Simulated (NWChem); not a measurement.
Ionisation of tert-butylthiol (C4H10S)

```xyz
15

C      1.1028    -0.0785    -1.2568
C      0.2537    -0.2429     0.0000
C      1.1028    -0.0785     1.2568
C     -0.4449    -1.6017     0.0000
S     -1.1164     1.0002     0.0000
H      1.8944    -0.8467    -1.2865
H      0.4894    -0.1765    -2.1643
H      1.5924     0.9074    -1.2824
H      0.4894    -0.1765     2.1643
H      1.8944    -0.8467     1.2865
H      1.5924     0.9074     1.2824
H     -1.0778    -1.7257     0.8920
H     -1.0778    -1.7257    -0.8920
H      0.3066    -2.4075     0.0000
H     -0.3279     2.0977     0.0000
```
Charge 0, spin multiplicity 1.

The numbers come from NWChem runs, not from measurements. All single points use one geometry, from PBE0/def2-SVP, held to Cs symmetry and with no frequency check, so it may be a saddle point. It is one conformer; others weren't searched.

Basis set: def2-SVP. The species with one electron less has spin multiplicity 2 and keeps the geometry of the parent. Δ marks differences of total energies (open shells unrestricted). −ε marks an orbital energy of the parent. That orbital need not have the symmetry of the hole or added electron in the Δ rows.

The correlated methods keep 9 core orbitals frozen. The stability of the SCF solutions was not checked.

Task: One of these methods gave a first vertical ionisation energy of 9.50 eV. Which?
(A) −ε(HOMO) of HF
(B) ΔBLYP
(C) G0W0@PBE
(D) ΔB2PLYP

Result: A, −ε(HOMO) of HF. The others give 7.94 (G0W0@PBE), 8.83 (ΔB2PLYP), 8.63 (ΔBLYP).
